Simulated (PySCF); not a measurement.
In(F)(Br)(NH2) (BrFH2InN), SMILES [NH2][In]([F])[Br]. Geometry: PBE-D3(BJ)/def2-SVP. The structure was generated by enumeration; whether it is a known compound was not checked. The def2 effective core potentials stand for the cores of In; spin–orbit coupling is left out. The values are those of a single conformer.

Computed equilibrium geometry at PBE-D3(BJ)/def2-SVP (PySCF confirms it by a frequency run) as a Z-matrix (one conformer of several):
```
In
F 1 1.9758
N 1 2.0521 2 118.59
H 3 1.0297 1 110.98 2 155.04
H 3 1.0301 4 107.26 1 120.95
Br 1 2.4881 2 115.10 3 -170.51
```
